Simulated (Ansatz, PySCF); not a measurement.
Spin states of F3Re (SMILES [F][Re]([F])[F]), each relaxed with B3LYP-D3(BJ)/def2-TZVP.
State 1 (charge 0, multiplicity 3):
```xyz
4

Re    -0.0142     0.0171    -0.0143
F     -1.5484    -0.9781    -0.0204
F     -0.0158     1.7041    -0.7209
F      1.5204    -0.6760     0.6996
```
State 2 (charge 0, multiplicity 5):
```
atom    x (Å)    y (Å)    z (Å)
----  -------  -------  -------
Re     0.1732  -0.0693   0.0737
F     -1.6182  -0.6131  -0.1921
F     -0.3668   1.5445  -0.7508
F      1.7539  -0.7951   0.8131
```

Singlets are restricted, other states unrestricted; no spin–orbit coupling, no relativity up to Kr; see below for the cores. The largest T1 diagnostic is 0.025.

Programs: Ansatz (a first-principles code); PySCF for the dispersion terms. Values without a source in brackets are computed. In def2 rows elements past Kr take small-core potentials, without spin–orbit coupling.

Q: One of these levels gives 24.4 kJ/mol for the energy of the multiplicity-5 state less that of the multiplicity-3 state. Which?
(A) PBE/def2-TZVPP
(B) BLYP-D4/def2-TZVPP
(C) PBE0/def2-TZVPP
(D) CAM-B3LYP-D4/def2-TZVPP

A: A, PBE/def2-TZVPP. The others give 38.5 (BLYP-D4/def2-TZVPP), 5.6 (PBE0/def2-TZVPP), 21.1 (CAM-B3LYP-D4/def2-TZVPP)
